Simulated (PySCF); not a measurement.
Mapped SMILES: `[OH:1][SiH2:2][CH2:3][C:4]([F:5])([F:6])[F:7]`. Each H is labelled by its parent atom.

Geometry: PBE0-D3(BJ)/def2-SVP; GIAO absolute shieldings from PySCF, gas phase, non-relativistic, averaged over equivalent atoms.

At PBE0/def2-SVP (127 basis functions, 17 s wall time on 1 thread of an Arm Neoverse N1, shared host):
```
   atoms  σ (ppm)
      O1    320.6
     Si2    433.3
      C4     64.3
      C3    171.2
F5/F6/F7    271.9
  H(Si2)    26.36
   H(C3)    30.10
   H(O1)    30.34
```

What do these become at CAM-B3LYP/pcSseg-1?

Results:


```csv
atoms,σ at CAM-B3LYP/pcSseg-1,change
O1,313.5,-7.1
Si2,363.5,-69.8
C4,46.6,-17.7
C3,155.5,-15.7
F5/F6/F7,248.5,-23.4
H(Si2),26.48,+0.12
H(C3),29.88,-0.22
H(O1),29.91,-0.43
```

The largest change is at Si2 (silicon bonded to C, O, 2 H). Cost: 151 basis functions, 17 s wall time on 1 thread of an Arm Neoverse V2, shared host.
